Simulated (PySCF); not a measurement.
**Continuum solvent and chemical shifts**

Numbering as in the mapped SMILES `[CH3:1][c:2]1[cH:3][cH:4][c:5]([CH:6]=[O:7])[cH:8][cH:9]1`; H(Xn) means a hydrogen on atom n.

GIAO PBE0/pcSseg-1 in PySCF 2.14.0 with density-fitted response routines on one PBE0-D3(BJ)/def2-SVP conformer, non-relativistic, equivalent nuclei averaged. Solvents enter as an IEF-PCM continuum (dichloromethane with ε = 8.9, acetone with ε = 20.5) around the gas-phase geometry. Shifts are referred to TMS computed in the same medium.

In dichloromethane, δ in ppm: C6 198.6, C2 155.2, C5 138.3, C4/C8 137.4, C3/C9 136.3, C1 24.3, H(C6) 9.84, H(C4)/H(C8) 8.10, H(C3)/H(C9) 7.70, H(C1) 2.57. Dipole moment 4.97 D.

(1) How does each δ change in the more polar medium?

(2) Which nuclei move most (in ppm), and what does the model miss?

Answers

(1) 
```tsv
atoms	environment	Δδ, acetone
C6	aldehyde carbonyl carbon	+0.7
C2	substituted aromatic carbon	+0.5
C5	substituted aromatic carbon	0.0
C4/C8	aromatic CH	+0.1
C3/C9	aromatic CH	+0.2
C1	methyl carbon on an aromatic ring	+0.1
H(C6)	hydrogen on an aldehyde carbonyl carbon	+0.01
H(C4)/H(C8)	hydrogen on an aromatic CH	+0.02
H(C3)/H(C9)	hydrogen on an aromatic CH	+0.03
H(C1)	hydrogen on a methyl carbon on an aromatic ring	+0.01
```

Changes are relative to dichloromethane. The dipole moment becomes 5.09 D in acetone.

(2) C6 (aldehyde carbonyl carbon, +0.7 ppm) in acetone. A continuum only polarises the solute; specific hydrogen bonds, the anisotropy of aromatic solvents and changes of geometry or conformer are outside it.
